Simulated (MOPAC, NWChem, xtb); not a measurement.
## InH2F (SMILES [H][In]([H])[F]): methods side by side

InH2F has 4 atoms, charge 0, and is taken as a singlet. SMILES: `[H][In]([H])[F]`. Geometry: a GFN2-xTB relaxation, a rough one for these elements and not checked as a minimum.

Each level gives the dipole moment (D). The values are calculated.

```json
{"level": "MNDO", "kind": "semi-empirical", "program": "MOPAC", "value (D)": "2.59", "CPU time": "under 2 s"}
{"level": "PM6", "kind": "semi-empirical", "program": "MOPAC", "value (D)": "3.71", "CPU time": "under 2 s"}
{"level": "PM7", "kind": "semi-empirical", "program": "MOPAC", "value (D)": "3.58", "CPU time": "under 2 s"}
{"level": "GFN2-xTB", "kind": "semi-empirical", "program": "xtb", "value (D)": "3.33", "CPU time": "under 2 s"}
{"level": "HF/STO-3G", "kind": "Hartree–Fock", "program": "NWChem", "value (D)": "1.38", "CPU time": "3.5 s"}
{"level": "HF/3-21G", "kind": "Hartree–Fock", "program": "NWChem", "value (D)": "2.63", "CPU time": "3.5 s"}
{"level": "PBE/def2-SVP (core potential)", "kind": "GGA", "program": "NWChem", "value (D)": "2.35", "CPU time": "11 s"}
{"level": "M11-L/cc-pVDZ/cc-pVDZ-PP (core potential)", "kind": "meta-GGA", "program": "NWChem", "value (D)": "2.70", "CPU time": "4.5 s"}
{"level": "r2SCAN/def2-SVP (core potential)", "kind": "meta-GGA", "program": "NWChem", "value (D)": "2.54", "CPU time": "15 s"}
{"level": "r2SCAN50/6-31G*/LANL2DZ (density fitting with ahlrichs coulomb fitting, core potential, Cartesian functions)", "kind": "hybrid meta-GGA", "program": "NWChem", "value (D)": "2.78", "CPU time": "2.5 s"}
```

All-electron rows without a relativistic Hamiltonian named are non-relativistic, while core potentials hold scalar relativity, so basis and relativity change together. The values span 1.38 to 3.71 D. Magnitudes only. Sets without polarisation functions give poor dipoles. Times are those of the runs behind each value, whatever else they computed, on shared processors of several kinds: orders of magnitude only.
